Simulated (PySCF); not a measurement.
C₅H₆O₂.
Bonds: C1–O2, O2–C3, C3–C4 (aromatic), C4–C5 (aromatic), C5–C6 (aromatic), C6–O7 (aromatic), C3–O7 (aromatic). Hydrogens: H8, H9, H10 on C1; H11 on C4; H12 on C5; H13 on C6.

The same species was optimised twice, with GFN2-xTB and with PBE0-D3(BJ)/def2-SVP (PySCF), and the same property calculations (PySCF, gas phase) were run on both structures.

```json
{"coordinate": "O2–C3 (Å)", "GFN2-xTB": "1.344", "PBE0-D3(BJ)/def2-SVP": "1.327", "change": "-0.017"}
{"coordinate": "C4–C5 (Å)", "GFN2-xTB": "1.419", "PBE0-D3(BJ)/def2-SVP": "1.433", "change": "+0.014"}
{"coordinate": "C6–O7 (Å)", "GFN2-xTB": "1.359", "PBE0-D3(BJ)/def2-SVP": "1.366", "change": "+0.007"}
{"coordinate": "C1–O2 (Å)", "GFN2-xTB": "1.414", "PBE0-D3(BJ)/def2-SVP": "1.410", "change": "-0.004"}
{"coordinate": "C5–C6 (Å)", "GFN2-xTB": "1.355", "PBE0-D3(BJ)/def2-SVP": "1.359", "change": "+0.004"}
{"coordinate": "C3–O7 (Å)", "GFN2-xTB": "1.345", "PBE0-D3(BJ)/def2-SVP": "1.342", "change": "-0.003"}
{"coordinate": "C3–C4 (Å)", "GFN2-xTB": "1.364", "PBE0-D3(BJ)/def2-SVP": "1.366", "change": "+0.002"}
{"coordinate": "C1–O2–C3 (°)", "GFN2-xTB": "115.8", "PBE0-D3(BJ)/def2-SVP": "117.8", "change": "+2.0"}
{"coordinate": "O2–C3–O7 (°)", "GFN2-xTB": "120.1", "PBE0-D3(BJ)/def2-SVP": "118.2", "change": "-1.9"}
{"coordinate": "O2–C3–C4 (°)", "GFN2-xTB": "128.7", "PBE0-D3(BJ)/def2-SVP": "130.4", "change": "+1.7"}
{"coordinate": "C5–C6–O7 (°)", "GFN2-xTB": "110.3", "PBE0-D3(BJ)/def2-SVP": "109.6", "change": "-0.7"}
{"coordinate": "C3–O7–C6 (°)", "GFN2-xTB": "106.6", "PBE0-D3(BJ)/def2-SVP": "107.2", "change": "+0.6"}
{"coordinate": "C3–C4–C5 (°)", "GFN2-xTB": "105.3", "PBE0-D3(BJ)/def2-SVP": "104.9", "change": "-0.4"}
{"coordinate": "C4–C5–C6 (°)", "GFN2-xTB": "106.6", "PBE0-D3(BJ)/def2-SVP": "107.0", "change": "+0.4"}
{"coordinate": "C4–C3–O7 (°)", "GFN2-xTB": "111.2", "PBE0-D3(BJ)/def2-SVP": "111.4", "change": "+0.2"}
{"coordinate": "C1–O2–C3–C4 (°)", "GFN2-xTB": "180", "PBE0-D3(BJ)/def2-SVP": "180", "change": "0"}
```

Rotational constants: A = 7594, B = 2190, C = 1718 MHz (GFN2-xTB) against A = 7573, B = 2190, C = 1718 MHz (PBE0-D3(BJ)/def2-SVP). Point groups within 0.08 Å: Cs and Cs. Atoms that the bonding makes alike are paired by their places after alignment.

On the GFN2-xTB structure: HOMO (eV) -5.83 [PBE0/pcSseg-1]; LUMO (eV) 0.77 [PBE0/pcSseg-1]; dipole (D) 1.16 [PBE0/pcSseg-1]; GIAO shielding of C1 (ppm) 130.8 [PBE0/pcSseg-1]; GIAO shielding of O2 (ppm) 243.7 [PBE0/pcSseg-1]; GIAO shielding of C3 (ppm) 18.8 [PBE0/pcSseg-1]; GIAO shielding of C4 (ppm) 98.7 [PBE0/pcSseg-1]; GIAO shielding of C5 (ppm) 67.5 [PBE0/pcSseg-1]; GIAO shielding of C6 (ppm) 51.9 [PBE0/pcSseg-1]; GIAO shielding of O7 (ppm) 59.0 [PBE0/pcSseg-1].

**Question.** What do these properties become on the PBE0-D3(BJ)/def2-SVP structure?

**Answer.** 
```json
{"property": "HOMO (eV)", "level": "PBE0/pcSseg-1", "on GFN2-xTB": "-5.83", "on PBE0-D3(BJ)/def2-SVP": "-5.82", "change": "+0.01"}
{"property": "LUMO (eV)", "level": "PBE0/pcSseg-1", "on GFN2-xTB": "0.77", "on PBE0-D3(BJ)/def2-SVP": "0.79", "change": "+0.02"}
{"property": "dipole (D)", "level": "PBE0/pcSseg-1", "on GFN2-xTB": "1.16", "on PBE0-D3(BJ)/def2-SVP": "1.22", "change": "+0.06"}
{"property": "energy, GFN2-xTB geometry as zero (kcal/mol)", "level": "PBE0/pcSseg-1", "on GFN2-xTB": "0.0", "on PBE0-D3(BJ)/def2-SVP": "-0.4", "change": "-0.4"}
{"property": "GIAO shielding of C1 (ppm)", "level": "PBE0/pcSseg-1", "on GFN2-xTB": "130.8", "on PBE0-D3(BJ)/def2-SVP": "130.0", "change": "-0.8"}
{"property": "GIAO shielding of O2 (ppm)", "level": "PBE0/pcSseg-1", "on GFN2-xTB": "243.7", "on PBE0-D3(BJ)/def2-SVP": "246.0", "change": "+2.3"}
{"property": "GIAO shielding of C3 (ppm)", "level": "PBE0/pcSseg-1", "on GFN2-xTB": "18.8", "on PBE0-D3(BJ)/def2-SVP": "20.3", "change": "+1.5"}
{"property": "GIAO shielding of C4 (ppm)", "level": "PBE0/pcSseg-1", "on GFN2-xTB": "98.7", "on PBE0-D3(BJ)/def2-SVP": "99.8", "change": "+1.1"}
{"property": "GIAO shielding of C5 (ppm)", "level": "PBE0/pcSseg-1", "on GFN2-xTB": "67.5", "on PBE0-D3(BJ)/def2-SVP": "65.6", "change": "-1.9"}
{"property": "GIAO shielding of C6 (ppm)", "level": "PBE0/pcSseg-1", "on GFN2-xTB": "51.9", "on PBE0-D3(BJ)/def2-SVP": "50.7", "change": "-1.2"}
{"property": "GIAO shielding of O7 (ppm)", "level": "PBE0/pcSseg-1", "on GFN2-xTB": "59.0", "on PBE0-D3(BJ)/def2-SVP": "57.0", "change": "-2.0"}
```

The heavy atoms differ by 0.016 Å rms after alignment. Among bonds between heavy atoms O2–C3 changes most (-0.017 Å). Changes are differences of the printed values. Neither structure is proved a minimum here.

The values belong to the conformer `[CH3:1][O:2][c:3]1[cH:4][cH:5][cH:6][o:7]1`: C1–O2–C3–C4 180°.
